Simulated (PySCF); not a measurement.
Cartesian coordinates in Å; atom numbers follow the order of the lines, from 1:
```xyz
24

C    -1.9996   -0.5148   -0.9073
C    -0.7451   -0.1723   -0.1057
C    -1.1668    0.2334    1.3093
C     0.1792   -1.4032   -0.0642
C     1.5527   -1.1229    0.5363
C     2.2468    0.0276   -0.1839
C     1.3723    1.2766   -0.2029
C    -0.0003    0.9829   -0.7997
H    -2.5523   -1.3470   -0.4420
H    -1.7443   -0.8141   -1.9365
H    -2.6809    0.3492   -0.9673
H    -1.8379    1.1068    1.2797
H    -1.7083   -0.5883    1.8049
H    -0.3114    0.4967    1.9481
H    -0.3226   -2.2194    0.4835
H     0.3143   -1.7660   -1.0996
H     1.4533   -0.8784    1.6083
H     2.1721   -2.0335    0.4909
H     2.4605   -0.2770   -1.2250
H     3.2222    0.2443    0.2814
H     1.2619    1.6633    0.8252
H     1.8635    2.0799   -0.7759
H    -0.6312    1.8883   -0.7818
H     0.1275    0.7187   -1.8654
```

Geometry: PBE0-D3(BJ)/def2-SVP; GIAO absolute shieldings from PySCF, gas phase, non-relativistic, averaged over equivalent atoms.

At B3LYP/pcSseg-1 (216 basis functions, 51 s wall time on 1 thread of an Arm Neoverse V1, shared host):
```json
{"atoms": "C4/C8", "σ (ppm)": "136.2"}
{"atoms": "C2", "σ (ppm)": "147.5"}
{"atoms": "C1/C3", "σ (ppm)": "148.2"}
{"atoms": "C6", "σ (ppm)": "148.6"}
{"atoms": "C5/C7", "σ (ppm)": "153.0"}
{"atoms": "H17/H18/H21/H22", "σ (ppm)": "29.95"}
{"atoms": "H19/H20", "σ (ppm)": "30.06"}
{"atoms": "H15/H16/H23/H24", "σ (ppm)": "30.26"}
{"atoms": "H9/H10/H11/H12/H13/H14", "σ (ppm)": "30.50"}
```

Question: Estimate the result of repeating the calculation with B97-2/pcSseg-1.

Answer: 
| atoms | σ at B97-2/pcSseg-1 | change |
| --- | --- | --- |
| C4/C8 | 142.9 | +6.7 |
| C2 | 153.6 | +6.1 |
| C1/C3 | 153.7 | +5.5 |
| C6 | 154.7 | +6.1 |
| C5/C7 | 158.7 | +5.7 |
| H17/H18/H21/H22 | 29.97 | +0.02 |
| H19/H20 | 30.07 | +0.01 |
| H15/H16/H23/H24 | 30.27 | +0.01 |
| H9/H10/H11/H12/H13/H14 | 30.49 | -0.01 |

The largest change is at C4/C8 (sp3 CH2 in a ring). Cost: 216 basis functions, 29 s wall time on 1 thread of an x86-64 server CPU, shared host. The order of the carbon signals is the same at both levels.

The carbons averaged at δ 31.0 differ by 11 ppm in this conformer.
